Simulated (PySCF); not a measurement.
Worked example: chemical shift, span and skew from a shielding tensor

Al(Cl)(Me)(NCO) (C2H3AlClNO), SMILES [CH3][Al]([Cl])[N]=C=O. Atoms are numbered in the order given.

```xyz
9

Al    -0.3667     0.5095    -0.3225
Cl    -2.1281    -0.6563    -0.2705
C     -0.3107     2.2905    -1.0911
H      0.4673     2.3499    -1.8806
H     -0.0394     3.0373    -0.3155
H     -1.2820     2.5870    -1.5331
N      1.0867    -0.2403     0.3916
C      2.0408    -0.8006     0.8900
O      2.9765    -1.3373     1.3732
```
Charge 0, spin multiplicity 1.

The structure is a stationary point at PBE-D3(BJ)/def2-SVP. The structure was generated by enumeration; whether it is a known compound was not checked. The values are those of a single conformer.

GIAO shieldings from PBE/pcSseg-1 run with PySCF, non-relativistic, no solvent. The symmetric part of the tensor of C3 has the principal values 184.2, 189.9, 195.7 ppm. The same nucleus in TMS has σ = 182.0 ppm at this level (PySCF, at its B3LYP-D3(BJ)/def2-TZVP geometry). Without spin–orbit terms, shifts of atoms bonded to Cl or Br come out too high.

Task: Work out the isotropic shielding, the ¹³C shift against TMS, the span and the skew.

Result: 
σ(iso) = (σ11 + σ22 + σ33)/3 = 189.9 ppm. δ = σ(ref) − σ(iso) = 182.0 − (189.9) = -7.9 ppm.
Span Ω = σ33 − σ11 = 11.5 ppm. Skew κ = 3(σ(iso) − σ22)/Ω = 0.01. Tumbling in solution averages the tensor to δ; in a static solid the shielding alone would spread this spin-1/2 line over Ω.
